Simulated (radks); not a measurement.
Removal energies from the rhenium ion Re5+, [Xe] 4f14 5d(3/2: 2, 5/2: 0), by Delta-SCF beside the eigenvalue of the level emptied. Calculated with a radial shooting solver on a logarithmic mesh with Libxc functionals: Dirac Kohn-Sham, PBE, spin-unpolarised, spherical densities, finite nucleus; Fermi nuclear charge, rms radius of each element as measured or else 0.836 A^(1/3) + 0.57 fm. Sub-shells are occupied by j as written (lower j first in brackets).

removed from                                       final configuration  Delta-SCF (eV)  -eigenvalue (eV)
5d3/2                                     [Xe] 4f14 5d(3/2: 1, 5/2: 0)          67.455            60.175
5p3/2         [Kr] 4d10 4f14 5s2 5p(1/2: 2, 3/2: 3) 5d(3/2: 2, 5/2: 0)          110.99            102.24
4f7/2                       [Xe] 4f(5/2: 6, 7/2: 7) 5d(3/2: 2, 5/2: 0)          115.34            101.54
4f5/2                       [Xe] 4f(5/2: 5, 7/2: 8) 5d(3/2: 2, 5/2: 0)          117.97            104.06
